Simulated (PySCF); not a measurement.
Cartesian coordinates (Å):
```xyz
9

Zr     0.1736    -0.0773     0.1217
Cl     2.1312     1.0882     0.7157
Cl    -0.6676     0.6883    -1.9399
Cl     0.5677    -2.3976     0.0560
O     -1.1254     0.2560     1.4405
C     -2.0901     0.5032     2.4249
H     -2.3812    -0.4416     2.9122
H     -2.9832     0.9617     1.9697
H     -1.6839     1.1889     3.1863
```
Charge 0, multiplicity 1.

Give the HOMO–LUMO gap, total energy, LUMO, HOMO and charge on the central atom (Mulliken) at the level PBE-D3(BJ)/def2-TZVP // r2SCAN-D4/def2-SVP run with PySCF.


| Item | Result |
|---|---|
| HOMO–LUMO gap | 5.02 eV |
| total energy | -1542.5168 Ha |
| LUMO | -2.69 eV |
| HOMO | -7.71 eV |
| charge on the central atom (Mulliken) | 1.29 e |
